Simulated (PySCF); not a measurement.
Radial density of Xe⁴⁶⁺ (xenon, charge +46)

UHF, [He] 2s2 2p4, high-spin 3P determinant. Calculation: PySCF 2.14, in an uncontracted even-tempered set (19 s from 21 bohr⁻², ratio 2.2; 12 p from 27 bohr⁻², ratio 2.2; 6 d from 110 bohr⁻², ratio 2.4; 5 f from 170 bohr⁻², ratio 2.4; 4 g from 250 bohr⁻², ratio 2.4); the spin-free X2C one-electron Hamiltonian (Gaussian nucleus).

```tsv
r (bohr)	4πr²ρ (e/bohr)	4πr²(ρα − ρβ)
0.0250	60.70	3.9156
0.0420	45.41	11.7229
0.0706	56.94	19.8252
0.119	42.51	12.7426
0.200	5.894	1.6126
0.336	0.04863	0.0132
```

Densities and radii are taken from the X2C orbitals without a picture-change correction, which distorts them close to the nucleus.

Spin-orbit coupling is strong in this species (close to jj coupling), so the high-spin LS determinant is a model state, not a physical level.
